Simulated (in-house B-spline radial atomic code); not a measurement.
# Binding energies in the samarium ion Sm⁺

NIST's tabulated ground configuration is [Xe] 4f6 6s1; each binding energy is the energy of the ion with one electron taken from that subshell, relaxed, less that of the parent. Method: Dirac-Hartree-Fock, average of configuration, Fermi nucleus of rms radius 5.0819 fm. Calculated with a B-spline radial code for spherical atoms. Energies include first-order Breit, QED and recoil terms.

```csv
subshell,X-ray name,binding energy (eV),-ε (eV),relaxation (eV)
2p1/2,L2,7322.5,7392.2,48.1
2p3/2,L3,6726.8,6787.6,46.1
3p1/2,M2,1555.1,1582.9,24.1
3p3/2,M3,1432.3,1457.9,23.3
3d3/2,M4,1116.8,1143.4,25.3
3d5/2,M5,1090.9,1116.6,24.9
4p1/2,N2,295.2,305.5,9.6
4p3/2,N3,268.4,277.9,9.0
4d3/2,N4,148.7,157.1,8.3
4d5/2,N5,144,152.1,8.1
5p1/2,O2,36.11,37.69,1.51
5p3/2,O3,32.56,33.92,1.33
4f,"N6,7",12.01,17.13,5.24
6s,P1,10.25,10.29,0.03
```

Relaxation = -ε minus the binding energy without Breit, QED and recoil terms.

Emission lines follow as differences of binding energies, with λ = 12398.42 eV·Å / E:

```
 line          holes  energy (eV)  wavelength (Å)
L3-M5  2p3/2 → 3d5/2       5635.9          2.1999
L2-M4  2p1/2 → 3d3/2       6205.7          1.9979
L2-N4  2p1/2 → 4d3/2       7173.8          1.7283
```

(1) What does it cost to remove both a 2p3/2 and a 3d5/2 electron?

(2) What does it cost to remove both a 3d5/2 and a 3d3/2 electron?

(3) What does it cost to remove both a 4d5/2 and a 6s electron?

## Answers

(1) 7890.3 eV, which is 72.62 eV more than the two single binding energies together.

(2) 2264.8 eV, which is 57.09 eV more than the two single binding energies together.

(3) 161.97 eV, which is 7.706 eV more than the two single binding energies together.
